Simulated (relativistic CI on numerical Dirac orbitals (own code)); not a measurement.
**Magnetism of Fe³⁺, 3d5, in a crystal field**

Calculated by Dirac-Coulomb-Breit CI, separate exchange-only KLI orbitals for each configuration, QED by a radiative potential, valence Slater integrals scaled by 0.75, one configuration in a parametric crystal field (own radial code).

Field parameters in Wybourne normalisation: D3d B²₀ = −7Dσ, B⁴₀ = −14Dq − 21Dτ, B⁴₃ = −14√(10/7) Dq. The field is a parameter set, without covalency.

S is read from ⟨S²⟩ = S(S + 1).

Powder χT (cm³ K mol⁻¹) by Van Vleck's formula, with temperature-independent terms:

| Field | 2 K | 5 K | 10 K | 20 K | 50 K | 100 K | 200 K | 300 K |
| --- | --- | --- | --- | --- | --- | --- | --- | --- |
| D3d, 10Dq = 25950, Dσ = -1200, Dτ = 0 cm⁻¹ | 0.5 | 0.501 | 0.503 | 0.508 | 0.52 | 0.541 | 0.583 | 0.625 |
| D3d, 10Dq = 25950, Dσ = -980, Dτ = 0 cm⁻¹ | 0.525 | 0.526 | 0.529 | 0.534 | 0.549 | 0.573 | 0.623 | 0.672 |
| D3d, 10Dq = 25950, Dσ = -760, Dτ = 0 cm⁻¹ | 0.552 | 0.554 | 0.557 | 0.563 | 0.582 | 0.613 | 0.674 | 0.736 |
| D3d, 10Dq = 25950, Dσ = -550, Dτ = 0 cm⁻¹ | 0.571 | 0.574 | 0.578 | 0.586 | 0.611 | 0.653 | 0.735 | 0.814 |
| D3d, 10Dq = 25950, Dσ = -330, Dτ = 0 cm⁻¹ | 0.563 | 0.567 | 0.573 | 0.585 | 0.621 | 0.682 | 0.8 | 0.904 |
| D3d, 10Dq = 25950, Dσ = -110, Dτ = 0 cm⁻¹ | 0.533 | 0.538 | 0.546 | 0.561 | 0.608 | 0.686 | 0.838 | 0.96 |
| D3d, 10Dq = 25950, Dσ = 110, Dτ = 0 cm⁻¹ | 0.532 | 0.537 | 0.544 | 0.56 | 0.608 | 0.686 | 0.839 | 0.962 |
| D3d, 10Dq = 25950, Dσ = 330, Dτ = 0 cm⁻¹ | 0.548 | 0.552 | 0.559 | 0.574 | 0.617 | 0.688 | 0.825 | 0.934 |

Task: For D3d, 10Dq = 25950, Dσ = -1200, Dτ = 0 cm⁻¹: what effective moment follows at 300 K?

Result: μ_eff = √(8χT) = 2.24 μB. The ground level has S = 0.51; the spin-only moment for S = 1/2 is 1.73 μB. The difference comes from the orbital moment, spin-orbit mixing of terms and temperature-independent paramagnetism, all larger in this ionic model than in covalent complexes.
